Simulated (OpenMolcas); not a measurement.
Ru4+: moving the ligands

Ru4+ with 4 ligands (fluoride) in tetrahedral coordination (Td) at 1.8 Å. Ligand basis ANO-RCC-VDZP.

| Property | Result |
| --- | --- |
| Program | OpenMolcas 26.06 |
| Method | CASSCF |
| Basis | ANO-RCC-VDZP [6s5p3d1f] |
| Scalar Hamiltonian | DKH2, point nucleus |
| Active space | 4 electrons in 5 orbitals (4d) |
| State averaging | 2S+1 = 5 even, 5 roots; 2S+1 = 3 even, 45 roots; 2S+1 = 1 even, 50 roots |
| Spin-orbit coupling | RASSI with atomic mean-field integrals over the reference wave functions |

Runs around this geometry, states (labels of Td). Energies in cm-1 above the lowest state or level, χT in cm3 K/mol; under a threefold ground state the first gap can be a small split of the lowest multiplet, not the spin-orbit step.

```tsv
R (Å)	Ground state	First state of that spin	First gap with spin-orbit (degeneracies)	χT at 300 K	First state of another spin
1.77	1A1	1T1 14547	6892 (1, 1)	0.041	5T2 7983
1.8	1A1	1T1 13651	5367 (1, 1)	0.047	5T2 6062
1.92	5T2	5E 13630	752.7 (1, 3)	0.821	1A1 324.8
```

The ground state changes within this set.

Without dynamic correlation the repulsion within the d shell is too large (B by tens of per cent), so at a given field states of lower spin stand too high. With metal d orbitals alone the field can be off either way by tens of per cent. Ligand-to-metal charge-transfer states are missing. With no ligand orbital active B as a rule stays too high, so bands that hang on it stand too high and its fall with covalency is understated. The least metal-like active orbital is 70 % on the metal (Löwdin) and no ligand orbital is active, so the numbers are rough (holds for R = 1.77). The least metal-like active orbital is 71 % on the metal (Löwdin) and no ligand orbital is active, so the numbers are rough (holds for R = 1.8). Spin-orbit coupling mixes the spin-free states strongly: the lowest level takes only 53 % from its leading state, 5T2 (holds for R = 1.92). This shell can be high or low spin here, a state of another spin lies low, and with metal d orbitals alone active their balance is uncertain, so the ground spin may be wrong (holds for R = 1.92). The least metal-like active orbital is 75 % on the metal (Löwdin) and no ligand orbital is active, so the numbers are rough (holds for R = 1.92). No measured value stands beside these numbers; the geometry was imposed, not optimised, and the real ion may take another.
